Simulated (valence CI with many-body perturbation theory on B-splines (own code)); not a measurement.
## From CI to CI+MBPT in Lu

Method: configuration interaction combined with many-body perturbation theory (CI+MBPT): three valence electrons over a frozen Dirac-Fock core [Xe] 4f14, a basis of 9 s, 9 p, 10 d, 8 f, 5 g, 3 h, 1 i functions for each j, with the one-electron correlation potential Σ1 (screened to all orders), the two-electron term Σ2, the three-electron term Σ3, Breit, model QED; selected single and double excitations, second order for the rest (own B-spline code, finite nucleus).

Against 45 measured levels this calculation errs by 494 cm⁻¹ on average and by 1085 at most. These come from a selection out of the NIST Handbook of Basic Atomic Spectroscopic Data. Levels without a partner in it may be off by more, other configurations by 1,000 to 4,000 cm⁻¹. 1 measured level below the end of the list, from 25861 cm⁻¹ on, found no clear computed partner, and computed levels of the same name lie up to 3802 cm⁻¹ from them.

Each rung adds one term. CI alone is the Dirac-Coulomb CI over the frozen core; QED comes last and gives the full result, which names the levels. Energies are above 5d 6s2 2D_3/2 on the same rung, in eV. A blank means that the level has no clear partner on that rung.

Names give the largest LS component (configuration and term), which can be under half, so a name can repeat, a term be missing and a line seem to break the LS rules; names also repeat where a configuration has a term twice. Letters in brackets count levels of one name in rising energy.

```csv
Level,CI alone
5d 6s2 2D_5/2,0.1538
6s2 6p 2P°_1/2,-0.1457
6s2 6p 2P°_3/2,0.2336
5d 6s 6p 4F°_3/2,1.764
5d2 6s 4F_3/2,2.689
5d 6s 6p 4F°_5/2,1.879
5d2 6s 4F_5/2,2.728
5d2 6s 4F_7/2,2.784
5d 6s 6p 4F°_7/2,2.064
5d2 6s 4F_9/2,2.851
5d 6s 6p 4D°_1/2,2.326
5d 6s 6p 4D°_3/2,2.366
5d 6s 6p 2D°_5/2 [a],2.223
5d 6s 6p 2D°_3/2 [a],2.258
5d 6s 6p 4D°_5/2,2.439
5d 6s 6p 4F°_9/2,2.283
```

(1) What do these energies become with core correlation, Breit and QED?

(2) How does the ionisation energy move along the ladder, and which term matters most?

Answers

(1) 5d 6s2 2D_5/2 0.2361 (+0.0823); 6s2 6p 2P°_1/2 0.5600 (+0.7058); 6s2 6p 2P°_3/2 0.9769 (+0.7433); 5d 6s 6p 4F°_3/2 2.119 (+0.3549); 5d2 6s 4F_3/2 2.223 (-0.4665); 5d 6s 6p 4F°_5/2 2.250 (+0.3715); 5d2 6s 4F_5/2 2.287 (-0.4406); 5d2 6s 4F_7/2 2.385 (-0.3992); 5d 6s 6p 4F°_7/2 2.486 (+0.4223); 5d2 6s 4F_9/2 2.502 (-0.3487); 5d 6s 6p 4D°_1/2 2.529 (+0.2026); 5d 6s 6p 4D°_3/2 2.581 (+0.2153); 5d 6s 6p 2D°_5/2 [a] 2.610 (+0.3876); 5d 6s 6p 2D°_3/2 [a] 2.687 (+0.4292); 5d 6s 6p 4D°_5/2 2.701 (+0.2621); 5d 6s 6p 4F°_9/2 2.752 (+0.4689).

(2) CI alone 4.9549, + Σ1 5.4943, + Σ2 5.4716, + Σ3 5.4683, + Breit 5.4764, + QED 5.4885 eV. The largest step is Σ1, 0.5395 eV. NIST lists 5.42587 eV (measured), further off than its uncertainty and the later steps.
